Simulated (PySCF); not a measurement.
# Diatomic anions of C with the halogens

CCSD(T) with triple-zeta basis sets in PySCF, for the lowest determinant that a PBE0 search found; no spin–orbit coupling. De refers to high-spin ground-configuration atoms (the charge goes to the atom of lower measured ionisation energy or higher electron affinity, which is not always the lowest computed limit).

| M | basis | reference, frozen orbitals | charged atom | state (unpaired electrons) | Re (Å) | ωe (cm⁻¹) | De (eV) |
| --- | --- | --- | --- | --- | --- | --- | --- |
| F | def2-TZVPPD | UHF, 2 | F− | triplet (π ↑↑) | 1.458 | 777 | 2.53 |
| Br | def2-TZVPPD | UHF, 10 | Br− | triplet (π ↑↑) | 2.062 | 413 | 1.45 |

Q: The row for M = Cl is missing. Estimate Re, ωe and De as the mean of the rows for F and Br, and compare with the calculation.

A: The means are 1.760 Å, 595 cm⁻¹ and 1.99 eV. UHF-CCSD(T) in def2-TZVPPD gives CCl⁻ as a triplet (π ↑↑) with Re = 1.889 Å, ωe = 474 cm⁻¹, De = 1.61 eV, so the estimate is off by -12.9 pm, +26 % and +0.38 eV.

Correlated steps freeze the inner cores (2 to 10 orbitals); shallow outer-core shells are correlated. Spin–orbit coupling is left out. For an ion De counts to the pair picked by the measured ionisation energies or electron affinities, which need not be the lowest pair at this level. States were picked by a PBE0 search and need not be the measured ground states.
